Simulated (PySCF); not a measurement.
C₄H₅Br. Atoms are numbered in the order given.

```xyz
10

C      3.4300    -0.2371     0.7513
C      2.2103    -0.6457     0.5110
C      0.9802    -1.0519     0.2803
C     -0.2198    -0.3955     0.8666
Br    -1.3222     0.4782    -0.5341
H      3.9169     0.5040     0.1058
H      4.0058    -0.6232     1.6009
H      0.8112    -1.9134    -0.3803
H     -0.9035    -1.1170     1.3333
H      0.0416     0.3949     1.5804
```
Charge 0, spin multiplicity 1.

Geometry optimised at r2SCAN-D4/def2-SVP. Other conformers were not sampled.

Level of theory: PBE/def2-TZVP in PySCF.

The molecule is in vacuum.

**Question.** Estimate the frontier levels, gap, dipole moment and polarisability. (An estimate is asked for; the answer gives what the named calculation found.)

**Answer.** 
```yaml
highest_occupied_level: -6.41 eV
lowest_empty_level: -1.81 eV
orbital_gap: 4.60 eV
dipole_moment: 2.13 D
quadrupole, principal values (traceless, Buckingham form, about the centre of nuclear charge): -3.12, -0.11, 3.22 D·Å
mean_static_polarisability: 75.0 bohr³ (11.12 Å³)
polarisability_principal_values: 51.1, 57.2, 116.9 bohr³
```
